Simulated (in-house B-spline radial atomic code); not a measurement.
## S II (S+): [Ne] 3s2 (3p3/2)2 (7p1/2)1 (an excited or competing configuration)

All numbers are computed (Dirac-Hartree-Fock, average of the jj configuration; Fermi nucleus of rms radius 3.2611 fm) with a radial B-spline atomic code at the basis-set limit, not measured.

Effective charges: Z_r = [3n² - l(l+1)]/(2<r>) from the radius, Z_e = n√(-2ε) from the energy, and Slater's rules. Values are occupation-weighted means over j.

```csv
shell,electrons,ε (eV),<r> (bohr),Z_r,Z_e,Slater
1s,2,-2537.3,0.09672,15.51,13.66,15.70
2s,2,-270.88,0.4729,12.69,8.92,11.85
2p,6,-206.19,0.44,11.36,7.79,11.85
3s,2,-43.906,1.592,8.48,5.39,6.15
3p,2,-32.173,1.78,7.02,4.61,6.15
7p,1,-1.5875,25.3,2.87,2.39,2.00
```

The least bound orbital is 7p1/2 at -1.588 eV, and it is also the most diffuse (<r> = 25.3 bohr).

For the 1s electron the small component carries 0.324 % of the norm, the zero-frequency Breit interaction raises the level by 1.738 eV, self-energy by 0.766 eV, and vacuum polarisation lowers it by 0.05065 eV.
